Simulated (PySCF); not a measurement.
[Lu(N2)]3+: one run

[Lu(N2)]3+ (singlet in the valence; each metal's 4f electrons, 14 of them, lie in its core potential, out of spins and levels). PySCF 2.14.0, RKS revPBE, Lu lcecp-1-SVP with ECP60, N def2-SVP; non-relativistic Hamiltonian with scalar-relativistic core potentials where named; density fitting; no spin-orbit coupling. Purpose: level revPBE.

```python
mol = gto.M(atom='''
Lu     0.00000    -0.00000    -0.36350
N      0.00000     0.00000     1.94034
N      0.00000     0.00000     3.06477''',
    basis={'Lu': 'lcecp-1-SVP', 'N': 'def2-SVP'},
    ecp={'Lu': 'lcecp-1-SVP'},
    charge=3, spin=0)
mf = dft.RKS(mol, xc='PBE_R,PBE')
mf.grids.atom_grid = (75, 302)  # f atoms: unpruned, at least (60, 302)
mf = mf.density_fit()  # fitting sets: Lu AutoAux, N def2-universal-JKFIT
mf.conv_tol = 1e-08; mf.max_cycle = 55
mf.kernel(dm0)  # dm0: converged density of the relaxed state
mf.nuc_grad_method().kernel()
```

Run from Python with OMP_NUM_THREADS=2; the lines above give its settings. Where DIIS fails, smearing, a level shift and second-order steps follow.
It took 3.7 s on 2 threads of AMD EPYC (Zen 3), with other jobs on the host, from an already converged density.

(1) Where do the frontier levels lie, over both spins?

(2) What are the Mulliken charges and spins?

(3) What forces act on the atoms (eV/Å)?

The geometry was relaxed with PBE (Lu lcecp-1-SVP with ECP60, N def2-SVP).

An lcecp potential fixes the number of 4f electrons, so in runs with it no electron can move into or out of that shell.

Results:

(1) HOMO -26.72 eV, LUMO -22.61 eV. The 4f levels lie in the core potential and are missing.

(2) 
```json
{"atom": "Lu1", "charge (e)": "2.607", "spin (e)": "0.000"}
{"atom": "N2", "charge (e)": "-0.018", "spin (e)": "0.000"}
{"atom": "N3", "charge (e)": "0.412", "spin (e)": "0.000"}
```

(3) 
```
Lu   0.00  0.00 -0.13
N    0.00  0.00 -0.18
N    0.00  0.00  0.30
```
Forces carry noise of the integration grid, about 0.01 to 0.03 eV/Å.
